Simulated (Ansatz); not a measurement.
Start from `[NH2][AlH][CH2]Br` and change one atom or group to get `[OH][AlH][CH2]Br`.

Ansatz, PBE0-D4/def2-TZVP geometries, multiplicity 1. Each molecule was computed in one conformer, which needn't be the lowest. `[NH2][AlH][CH2]Br` holds a close contact that its SMILES doesn't draw: Br···Al 2.84 Å. `[OH][AlH][CH2]Br` holds a close contact that its SMILES doesn't draw: Br···Al 2.72 Å.

Scalar relativity is left out up to krypton. Spin–orbit coupling is left out; it splits and shifts lone-pair levels of the heavy atoms by tenths of an eV.

```tsv
property	`[NH2][AlH][CH2]Br`
HOMO–LUMO gap (B3LYP/def2-TZVPP) / eV	6.14
HOMO energy (ωB97M-V/def2-TZVPP) / eV	-9.60
size of the dipole moment (B3LYP/def2-TZVPP) / D	1.87
LUMO energy (B3LYP/def2-TZVPP) / eV	-0.93
HOMO–LUMO gap (PBE/def2-TZVPP) / eV	4.38
HOMO energy (PBE0/def2-TZVPP) / eV	-7.31
```

Give the same properties after the change, and the shifts. (Estimate.)

Ansatz gave: 
```
                                        property  `[OH][AlH][CH2]Br`  shift
           HOMO–LUMO gap (B3LYP/def2-TZVPP) / eV                6.42   0.28
           HOMO energy (ωB97M-V/def2-TZVPP) / eV              -10.03  -0.43
size of the dipole moment (B3LYP/def2-TZVPP) / D                2.40   0.53
             LUMO energy (B3LYP/def2-TZVPP) / eV               -1.18  -0.25
             HOMO–LUMO gap (PBE/def2-TZVPP) / eV                4.67   0.29
              HOMO energy (PBE0/def2-TZVPP) / eV               -7.82  -0.51
```

With PBE0 the HOMO falls by 0.51 eV and the LUMO falls by 0.24 eV, so the gap widens by about 0.27 eV. PBE moves the HOMO by -0.56 eV and ωB97M-V by -0.43 eV. Dipoles are sizes alone; their direction can turn.

B3LYP here is the variant with VWN-RPA as its local correlation; programs differ in this.
